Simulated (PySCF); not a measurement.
Compound: C2H10Ge2S.
Cartesian coordinates in Å at the PBE0-D3(BJ)/def2-SVP level; atoms count from 1:
```xyz
15
C2H10Ge2S angstrom
C     -1.6626    1.0783    0.4763
C     -1.3367   -0.3607    0.1063
Ge    -0.1749   -0.5182   -1.4620
S      1.6638    0.7305   -1.1770
Ge     2.4574   -0.2353    0.6671
H     -2.2770    1.1324    1.3887
H     -2.2176    1.5875   -0.3272
H     -0.7444    1.6601    0.6538
H     -2.2489   -0.9419   -0.1121
H     -0.8336   -0.8813    0.9382
H      0.2386   -1.9856   -1.7012
H     -0.8351    0.0715   -2.7231
H      3.9063    0.2528    0.8209
H      1.6297    0.1780    1.8997
H      2.4105   -1.7683    0.5140
```

Computed with PySCF at CAM-B3LYP/def2-SVPD, non-relativistic, on one gas-phase PBE0-D3(BJ)/def2-SVP geometry that isn't relaxed in the solvent. The solvent is an IEF-PCM continuum (Bondi radii, 1.10 Å for H, scaled by 1.2), and excitations are vertical TDDFT with non-equilibrium linear response and a frozen core. Only the electrostatic response of the medium enters. Spin–orbit coupling is left out although an atom past zinc is present.

```csv
run,E − E(gas) (kcal/mol),HOMO (eV),HOMO–LUMO gap (eV),dipole (D),lowest singlet (eV),static polarisability (au)
gas,0.00,-8.31,8.81,1.98,5.60,108.7
P,-2.21,-8.38,8.98,2.91,5.72,152.1
Q,-1.60,-8.34,8.93,2.62,5.68,138.8
```

**Question.** The runs were made in acetone and chloroform. Which run belongs to which solvent?

**Answer.** P = acetone, Q = chloroform. The dielectric constants are 4.711 (chloroform), 20.49 (acetone), and the energy falls further as ε rises. The optical constants n² used for the excitations are 2.09, 1.85 in the same order. In this model the ground state sees the solvent through ε alone.

**Question.** How constant is the ratio of the lowering to (ε − 1)/(2ε + 1)?

**Answer.** 
| solvent | (ε − 1)/(2ε + 1) | E − E(gas) (kcal/mol) | ratio (kcal/mol) | polarisation term (kcal/mol) |
| --- | --- | --- | --- | --- |
| chloroform | 0.356 | -1.60 | -4.5 | -1.88 |
| acetone | 0.464 | -2.21 | -4.8 | -2.77 |

The ratio changes by +5.7 % in size from chloroform to acetone. The polarisation term is half the interaction of the solute with the induced surface charges.
